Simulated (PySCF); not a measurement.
Level of theory: B3LYP/[Rh def2-SVP with ECP28, O def2-SVP, I def2-SVP with ECP28], scalar-relativistic core potentials, density fitting, no spin–orbit coupling, PySCF. Open shells, if any, are unrestricted.

**Question.** What spin state, shape and geometry does isolated RhOI take (every ligand bound to Rh)?

**Answer.** Formally Rh is in oxidation state +3, d6, with 2 unpaired electrons (the high-spin count would be 4). The Mulliken spin on Rh is 1.20. The polar-tensor charge on Rh, 0.88, is far below the formal one. The lowest minimum found is a triplet of Cs symmetry with Rh–I 2.552 Å, Rh–O 1.680 Å; I–Rh–O 120.2°. Its harmonic wavenumbers are 105 (a'), 222 (a'), 931 (a') cm⁻¹ and its dipole moment is 2.29 D.

Other isomers or separated fragments may lie lower. Other spin states or occupations of the open shell can lie lower. Spin–orbit coupling, left out here, can matter for elements this heavy.
